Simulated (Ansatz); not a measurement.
Geometry optimisation, RKS PBE-D4/def2-SVP (Ansatz 0.2.0).

Input file:

```yaml
crystal:
  periodic: [false, false, false]
  atoms:
    - { symbol: Si, position_ang: [-0.003419, 0.377813, 0.175546] }
    - { symbol: "N", position_ang: [-0.070563, 0.703253, 1.924255] }
    - { symbol: H, position_ang: [-0.928183, 0.479893, 2.442041] }
    - { symbol: H, position_ang: [0.761443, 0.502912, 2.481181] }
    - { symbol: F, position_ang: [1.572359, 0.676951, -0.195821] }
    - { symbol: "N", position_ang: [-1.174517, 1.397437, -0.555066] }
    - { symbol: H, position_ang: [-1.507307, 1.214883, -1.505953] }
    - { symbol: H, position_ang: [-1.224722, 2.391306, -0.314566] }
    - { symbol: H, position_ang: [-0.287191, -0.997761, -0.35359] }
    - { symbol: Si, position_ang: [1.466929, -2.551799, 1.185995] }
    - { symbol: H, position_ang: [0.421497, -3.54164, 0.747544] }
    - { symbol: H, position_ang: [2.234021, -2.079042, -0.014517] }
    - { symbol: H, position_ang: [2.406561, -3.228869, 2.151753] }
    - { symbol: H, position_ang: [0.783392, -1.404637, 1.825298] }
basis:
  gaussian: { orbitals: def2-SVP }
hamiltonian:
  xc: pbe
  dispersion: d4
relax:
  f_tol: 0.03
  max_steps: 50
```

Run as:

```bash
$ ansatz run input.yaml --threads 4 --pin off --max-ram 5120MiB --backend cpu --events-out ev --progress --plain --runs-dir out
```

Q: Where does it end, and by what steps?

A: The forces met the threshold. After 10 steps the energy has fallen by 0.220 eV; H14 moved furthest, 0.67 Å.

```csv
step,energy less start (eV),largest force component (eV/Å),accepted
0,0.0000,1.084,yes
1,-0.1548,0.633,yes
2,-0.1939,0.264,yes
3,-0.2033,0.248,yes
4,-0.2124,0.118,yes
5,-0.2161,0.175,yes
6,-0.2180,0.070,yes
7,-0.2189,0.057,yes
8,-0.2195,0.039,yes
9,-0.2198,0.038,yes
10,-0.2199,0.013,yes
```

```xyz
14
Properties=species:S:1:pos:R:3
Si -0.129 0.503 0.166
N -0.112 0.931 1.840
H -0.980 0.913 2.377
H 0.684 0.643 2.413
F 1.447 0.670 -0.286
N -1.264 1.536 -0.604
H -1.634 1.309 -1.529
H -1.240 2.545 -0.440
H -0.491 -0.892 -0.259
Si 1.637 -2.844 1.259
H 0.672 -3.731 0.525
H 2.401 -1.997 0.284
H 2.589 -3.696 2.052
H 0.870 -1.950 2.196
```

Whether the end is a true minimum wasn't checked by a vibrational analysis.

Run time: 15 s on 4 threads of Arm Neoverse V2 (shared host), peak memory 0.17 GiB.
